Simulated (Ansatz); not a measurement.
Species: H$_{2}$Al, SMILES `[AlH2-]` (charge -1, multiplicity 1), formula H₂Al.

Task: How many basis functions does frozen-core CCSD(T)/aug-cc-pVTZ // B3LYP-D3(BJ)/def2-TZVPD (Ansatz, a first-principles code) use, how many core orbitals are frozen, and how many electrons are correlated?

Result: 96 basis functions and 5 frozen orbitals, which leaves 6 correlated electrons. Core time is of the order of seconds.
